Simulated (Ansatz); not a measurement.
`O[SiH](O)N[SiH3]`, charge 0, multiplicity 1.

**Question.** Give a relaxed structure at PBE0-D4/def2-TZVP (Ansatz). (An estimate is asked.)

**Answer.** Ansatz gave: 
Z-matrix (Å, degrees):
```
Si
O 1 1.645
N 1 1.708 2 114.2
O 1 1.636 2 104.0 3 118.8
H 1 1.481 2 110.5 3 -119.7
H 2 0.958 1 117.6 3 61.3
Si 3 1.728 1 129.3 2 -122.3
H 3 1.012 1 114.8 2 64.2
H 4 0.959 1 116.1 2 25.9
H 7 1.489 3 110.8 1 129.3
H 7 1.488 3 112.4 1 -110.6
H 7 1.484 3 107.6 1 9.8
```
This is one stationary point; other conformers may exist.
